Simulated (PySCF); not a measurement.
# Levels of Se³¹⁺ from EOM-EA-GCCSD

Reference: closed-shell Se³²⁺, 1s2; one electron is added. Calculated with PySCF 2.14, two-component X2C-1e with screened spin-orbit coupling, an uncontracted even-tempered set (17 s from 5.2 bohr⁻², ratio 2.6; 11 p from 6.8 bohr⁻², ratio 2.6; 6 d from 7 bohr⁻², ratio 2.8; 3 f from 310 bohr⁻², ratio 2.8); frozen nothing; the 34 highest virtual spinors dropped; of the others 52 kept and the rest restored at second order. No Breit or QED terms. Binding energies in eV.

```
level  Koopmans
2s1/2    3637.9
2p1/2    3572.4
2p3/2    3519.3
```

**Question.** How does correlation move these levels?

**Answer.** 2s1/2: second order 3638.1, EOM-CCSD 3638.1; 2p1/2: second order 3572.8, EOM-CCSD 3572.8; 2p3/2: second order 3519.7, EOM-CCSD 3519.7.

For comparison, the ionisation energy of Se³¹⁺ is 3636.5 eV (theoretical estimate listed by NIST; NIST Atomic Spectra Database, ionization energies).

Only part of the computed levels is shown.
